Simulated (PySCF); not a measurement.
# Basis-set dependence of SiI⁺ at MP2

PySCF, RHF reference; singlet, unpaired electrons none; De to Si⁺ + I without counterpoise correction. Frozen cores follow the default of each basis and core potential.

```json
{"basis": "cc-pV(D+d)Z/cc-pVDZ-PP", "relativity": "scalar-relativistic core potentials", "functions": "46", "Re (Å)": "2.331", "ωe (cm⁻¹)": "467", "De (eV)": "3.88", "frozen orbitals": "9"}
{"basis": "x2c-SVPall", "relativity": "spin-free X2C", "functions": "54", "Re (Å)": "2.328", "ωe (cm⁻¹)": "467", "De (eV)": "3.88", "frozen orbitals": "23"}
{"basis": "def2-SVPD", "relativity": "scalar-relativistic core potentials", "functions": "59", "Re (Å)": "2.332", "ωe (cm⁻¹)": "460", "De (eV)": "3.87", "frozen orbitals": "9"}
{"basis": "def2-TZVPPD", "relativity": "scalar-relativistic core potentials", "functions": "107", "Re (Å)": "2.303", "ωe (cm⁻¹)": "473", "De (eV)": "4.31", "frozen orbitals": "9"}
```

Question: How does each smaller set differ from the one with most functions, def2-TZVPPD?

Answer: cc-pV(D+d)Z/cc-pVDZ-PP: +2.8 pm, -1.3 % in ωe, -0.43 eV in De; x2c-SVPall: +2.5 pm, -1.3 % in ωe, -0.43 eV in De; def2-SVPD: +2.9 pm, -2.7 % in ωe, -0.44 eV in De. All at MP2; the set with most functions is neither the basis-set limit nor always the best. The rows treat relativity differently, so the differences are not basis effects alone.

Correlated steps freeze the inner cores (9 to 23 orbitals); shallow outer-core shells are correlated. Correlated levels converge slowly with the basis: in double zeta they bind strong bonds too weakly, by up to about 1 eV, and carry superposition errors of some tenths. Spin–orbit coupling is left out, which matters for elements this heavy, above all for dissociation energies. For an ion De counts to the pair picked by the measured ionisation energies or electron affinities, which need not be the lowest pair at this level. Where the molecule has an RHF reference, its open-shell atoms are computed with UHF.
